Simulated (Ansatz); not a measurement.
`CC[SiH2]O[SiH3]` and `CC[SiH2]Br` differ in one atom or group.

Ansatz, PBE0-D4/def2-TZVP geometries, multiplicity 1. Each molecule was computed in one conformer, which needn't be the lowest.

Scalar relativity is left out up to krypton. Spin–orbit coupling is left out; it splits and shifts lone-pair levels of the heavy atoms by tenths of an eV.

| property | `CC[SiH2]O[SiH3]` |
| --- | --- |
| LUMO energy (B3LYP/def2-TZVPP) / eV | -0.14 |
| LUMO energy (ωB97M-V/def2-TZVPP) / eV | 1.73 |
| LUMO energy (PBE/def2-TZVPP) / eV | -0.81 |
| HOMO–LUMO gap (PBE/def2-TZVPP) / eV | 6.03 |
| HOMO energy (ωB97M-V/def2-TZVPP) / eV | -10.43 |
| HOMO energy (PBE/def2-TZVPP) / eV | -6.84 |

Task: Give the same properties after the change, and the shifts. (An estimate is asked.)

Result: Computed: 
```csv
property,`CC[SiH2]Br`,shift
LUMO energy (B3LYP/def2-TZVPP) / eV,-0.17,-0.03
LUMO energy (ωB97M-V/def2-TZVPP) / eV,1.81,0.08
LUMO energy (PBE/def2-TZVPP) / eV,-0.83,-0.02
HOMO–LUMO gap (PBE/def2-TZVPP) / eV,6.05,0.02
HOMO energy (ωB97M-V/def2-TZVPP) / eV,-10.34,0.09
HOMO energy (PBE/def2-TZVPP) / eV,-6.88,-0.04
```

B3LYP here is the variant with VWN-RPA as its local correlation; programs differ in this.
